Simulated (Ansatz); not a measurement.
NbO2, SMILES [O]=[Nb]=[O] (connectivity only; charge and spin as stated), neutral, multiplicity 2.

Coordinates come from a B3LYP-D3(BJ)/def2-TZVP optimisation. The multiplicity is an assumed one; other spin states were not compared. The def2 effective core potentials stand for the cores of Nb; spin–orbit coupling is left out.

Two levels are set side by side: PBE/def2-TZVPD (Ansatz, an electronic-structure program) and PBE0/def2-TZVPD (Ansatz). Energy differences of separate SCF runs at the same geometry; the states with an electron removed or added have multiplicity 1 and 1. Differences are taken from unrounded values.

| quantity | PBE |
|---|---|
| vertical ionisation energy (eV) | 7.96 |
| vertical electron affinity (eV) | 1.55 |

Task: These are the PBE values. What does PBE0 give? (Estimate from the structure and the level; the computed values follow.)

Result: 
```json
[
 {"quantity": "vertical ionisation energy (eV)", "PBE0": "8.07", "PBE minus PBE0": "-0.11"},
 {"quantity": "vertical electron affinity (eV)", "PBE0": "1.55", "PBE minus PBE0": "-0.01"}
]
```

Here PBE gives about what the other level gives.
